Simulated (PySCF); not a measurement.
Al(Me)2(Cl) anion (C₂H₆AlCl), SMILES [CH3][Al]([CH3])[Cl] (connectivity only; charge and spin as stated), charge -1, multiplicity 2.

Geometry optimised at B3LYP-D3(BJ)/def2-SVPD. The spin state was assumed, not searched. The isomer is the one that the SMILES or the coordinates give; other isomers of the formula were not compared.

All values below come from M06-2X/def2-SVPD (PySCF).

Computed frontier levels, dipole moment and polarisability:
```json
{
 "α spin, highest occupied and lowest empty level": "-0.32 and 4.64 eV",
 "β spin, highest occupied and lowest empty level": "-3.85 and 0.74 eV",
 "dipole_moment_about_the_centre_of_nuclear_charge": "1.82 D",
 "mean_static_polarisability": "107.0 bohr³ (15.86 Å³)",
 "polarisability_principal_values": "99.5, 110.5, 111.2 bohr³",
 "⟨S²⟩": "0.753 (pure state 0.75)"
}
```
